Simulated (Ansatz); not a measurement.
Which is lower?

Two relaxed structures of CH4SeSi, singlet (PBE0-D4/def2-TZVP; forces vanish, vibrations not checked).

A:

| atom | x (Å) | y (Å) | z (Å) |
| --- | --- | --- | --- |
| C1 | 0.8402 | -0.4509 | 0.2376 |
| Si2 | -0.7400 | 0.4334 | -0.2326 |
| Se3 | 0.8942 | -1.9270 | 1.1833 |
| H4 | -0.6900 | 1.8211 | 0.3042 |
| H5 | -1.9053 | -0.2982 | 0.3127 |
| H6 | -0.8178 | 0.5181 | -1.7168 |
| H7 | 1.7909 | -0.0287 | -0.0931 |

B:

```csv
atom,x (Å),y (Å),z (Å)
C1,-0.6816,0.2276,-0.4835
Si2,0.9024,-0.1581,-0.0190
Se3,1.6327,-2.1239,0.7931
H4,0.2923,-2.7193,0.7058
H5,-1.5123,-0.4642,-0.4280
H6,-0.9029,1.2191,-0.8624
H7,2.0353,0.7867,-0.0949
```

Program: Ansatz 0.2.0. Basis: def2-TZVPP. Cores are frozen in the correlated methods. Filled d shells of the heavier atoms are correlated. The def2 sets are not built for correlating such inner shells, so the correlated values are less sure here. B3LYP uses VWN-RPA correlation.

Q: Which structure is lower at CCSD(T), and by how much? (To be estimated.)

A: The calculation gives: B, by 35.8 kJ/mol (electronic energy, against the other). By their contacts, A is CH₄SeSi ([SiH3][CH][Se]) and B is CH₄SeSi ([CH2][SiH][SeH]).

All methods give the same order:

```tsv
method	E(B) − E(A) (kJ/mol)
PBE-D4	-55.0
r2SCAN-D4	-56.4
PBE0-D4	-55.4
B3LYP-D4	-43.5
wB97M-V	-48.3
HF	-27.5
MP2	-39.5
CCSD	-36.5
CCSD(T)	-35.8
```

T1 diagnostic: at most 0.015. The restricted Hartree–Fock reference is unstable towards an unrestricted one at one or more of these structures.

Labels in which every atom is bracketed show which atoms are joined, not bond orders.

For scale, one of the runs: CCSD(T)/def2-TZVPP, 177 basis functions, launched by `ansatz run in.yaml --threads 2 --pin off --events-out ev --progress --plain --max-ram 4352MiB`. The run took 56 s on 2 CPU threads of an Arm Neoverse V1 (shared host), with 1.6 GiB of host memory at its peak.
